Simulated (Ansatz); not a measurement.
Ga10P11H28⁺, a nanocrystal cut from wurtzite GaP (hydrogen-capped), 49 atoms. Hardware: 4 threads of AMD EPYC 7R13 on a shared host and a share (37 GiB) of an NVIDIA H100 80GB HBM3.

The 6-31G sets use Cartesian d functions. Correlated methods freeze 145 core orbitals; core or outer-core shells of Ga are correlated, in sets that lack core-valence functions. Single mean-field runs in 6-31G, def2-SVP, def2-TZVP are fitted with def2-universal-jkfit.

(1) How many basis functions does each of these Ansatz runs have, and roughly what does it cost? HF/6-31G, charge 1 singlet, energy; PBE-D4/def2-TZVP, charge 1 singlet, energy, from earlier orbitals; PBE-D4/def2-SVP, charge 0 doublet at the geometry of the charge 1 singlet, energy, from earlier orbitals; MP2/def2-SVP, charge 1 singlet, energy, from earlier orbitals; BHLYP-D4/def2-SVP, charge 1 singlet, energy, from earlier orbitals; PBE-D4/def2-SVP, charge 1 singlet, energy, from earlier orbitals; PBE-D4/def2-SVP, charge 1 singlet, relaxation, 5 steps; PBE0-D4/def2-SVP, charge 1 singlet, energy and forces, from earlier orbitals; B3LYP-D4/6-31G, charge 1 singlet, energy; PBE-D4/def2-SVP, charge 1 triplet at the geometry of the charge 1 singlet, energy, from earlier orbitals; B3LYP-D4/def2-SVP, charge 2 doublet at the geometry of the charge 1 singlet, energy, from earlier orbitals; PBE0-D4/def2-TZVP, charge 1 singlet, energy, from earlier orbitals.

## Answers

(1) Other jobs shared the machine, so times can vary by a factor of up to 3.

```tsv
run	functions	fitting or Cholesky vectors	wall time	peak host memory (GiB)
HF/6-31G, charge 1 singlet, energy	489	4572	3 s	1.2
PBE-D4/def2-SVP, charge 1 singlet, energy, from earlier orbitals	658	4572	3.9 s	1.2
B3LYP-D4/6-31G, charge 1 singlet, energy	489	4572	4.4 s	1.2
BHLYP-D4/def2-SVP, charge 1 singlet, energy, from earlier orbitals	658	4572	5.5 s	1.2
PBE-D4/def2-TZVP, charge 1 singlet, energy, from earlier orbitals	1055	4572	6.5 s	1.4
PBE0-D4/def2-SVP, charge 1 singlet, energy and forces, from earlier orbitals	658	4572	8.6 s	4.3
PBE0-D4/def2-TZVP, charge 1 singlet, energy, from earlier orbitals	1055	4572	9.6 s	1.4
PBE-D4/def2-SVP, charge 0 doublet at the geometry of the charge 1 singlet, energy, from earlier orbitals	658	4572	10 s	1.4
MP2/def2-SVP, charge 1 singlet, energy, from earlier orbitals	658	6428	10 s	1.7
PBE-D4/def2-SVP, charge 1 triplet at the geometry of the charge 1 singlet, energy, from earlier orbitals	658	4572	11 s	1.4
B3LYP-D4/def2-SVP, charge 2 doublet at the geometry of the charge 1 singlet, energy, from earlier orbitals	658	4572	13 s	1.4
PBE-D4/def2-SVP, charge 1 singlet, relaxation, 5 steps	658	4572	20 s	1.4
```
